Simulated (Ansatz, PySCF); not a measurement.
Caution: the highest occupied level lies above zero, so the state may not be bound. Caution: the restricted solution is unstable towards spin-unrestricted or complex orbitals, so a lower solution exists and this singlet may not be the ground state. This singlet lies within 0.05 eV of the relaxed triplet at the level frozen-core CCSD(T)/aug-cc-pVTZ // PBE-D3(BJ)/def2-SVPD (Ansatz, a program for electronic structure).

H2B, SMILES `[BH2-]` (near-degenerate singlet) (charge -1, multiplicity 1)

These are PBE-D3(BJ)/def2-TZVPD // PBE-D3(BJ)/def2-SVPD (PySCF) values and carry that method's errors.

| Quantity | Result |
|---|---|
| HOMO | 2.25 eV |
| total energy | -25.8872 Ha |
| cost | roughly 4 core-seconds |

```xyz
3

B     -0.0015     0.5504     0.0000
H      0.9599    -0.2725     0.0000
H     -0.9584    -0.2779     0.0000
```
Charge -1, spin multiplicity 1.
